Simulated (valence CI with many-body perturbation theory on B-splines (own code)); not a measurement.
## Questions on Er³⁴⁺

Method: relativistic CI+MBPT: six valence electrons over a frozen Dirac-Fock core [Ar] 3d10, radial functions for each j: 9 s, 9 p, 8 d, 6 f, 3 g, 1 h, with the one-electron correlation potential Σ1, the two-electron term Σ2, the three-electron term Σ3, Breit, model QED; selected CI, second order for the rest, scaled by the run's own slope (own B-spline code, finite nucleus).

The last digits are not significant, and no measured levels were compared; by estimate large intervals hold to a few tenths of a per cent, small ones and those within an open d or f shell to about a per cent. Among the levels kept, up to 650 cm⁻¹ of a level comes from second order outside the variational space, and about a tenth of that is noise between levels of different J, which matters for small intervals.

Levels are named by their leading jj configuration (3d3/2^4 stands for four electrons in 3d with j = 3/2), which in mixed levels can hold well under half, so a name can repeat and another be missing.

Rates and lifetimes use the calculated energies. Strong lines usually hold to 10 to 20 %, long lifetimes can be off by a factor of two.

Question: What is the ground level?

Answer: (4s^2 4p1/2^2 4p3/2^2) J=2, composition 70 % 4s²4p⁴ ³P + 29 % 4s²4p⁴ ¹D, g = 1.351.

Question: What are the static dipole polarisabilities of the lowest levels?

Answer: (4s^2 4p1/2^2 4p3/2^2) J=2 0.0629 (tensor 0.00058); (4s^2 4p1/2^2 4p3/2^2) J=0 0.0628; (4s^2 4p1/2 4p3/2^3) J=1 0.0689 (tensor -0.0019); (4s^2 4p1/2 4p3/2^3) J=2 0.0687 (tensor -0.0042) bohr³, of which the core gives 0.00326.

Question: Among levels below 1840800 cm⁻¹, which E1 lines absorb most strongly from the ground level?

Answer: to (4s^2 4p1/2 4p3/2^2 4d3/2) J=3 at 5.992 nm, f = 0.862; to (4s^2 4p1/2 4p3/2^2 4d3/2) J=2 at 6.014 nm, f = 0.586; to (4s^2 4p1/2^2 4p3/2 4d5/2) J=3 at 7.888 nm, f = 0.349.

Question: How well does LS coupling describe the low levels?

Answer: Among the lowest 20 levels the leading LS term, summed over configurations, holds 51 % on average. For single configurations the figures are 47 % in LS and 86 % in jj coupling. Terms mix most in the J = 2 level at 1060000 cm⁻¹, where the leading one holds 26 %.

Question: Where does the other parity begin?

Answer: At (4s^2 4p1/2^2 4p3/2 4d3/2) J=2, 1060000 cm⁻¹.

Question: What is the ionisation energy?

Answer: 1469.8 eV; NIST lists 1468 ± 5 eV (theoretical).

Question: Name the longest-lived excited levels whose lifetime is computed, and their main decay.

Answer: (4s^2 4p1/2^2 4p3/2^2) J=0 at 61750 cm⁻¹ lives 227 ms, mostly by E2 to (4s^2 4p1/2^2 4p3/2^2) J=2; (4s^2 4p1/2^2 4p3/2 4d5/2) J=4 at 1177100 cm⁻¹ lives 80.3 μs, mostly by M1 to (4s^2 4p1/2^2 4p3/2 4d3/2) J=3; (4s^2 4p1/2 4p3/2^2 4d3/2) J=4 at 1557400 cm⁻¹ lives 3.16 μs, mostly by M1 to (4s^2 4p1/2^2 4p3/2 4d3/2) J=3.
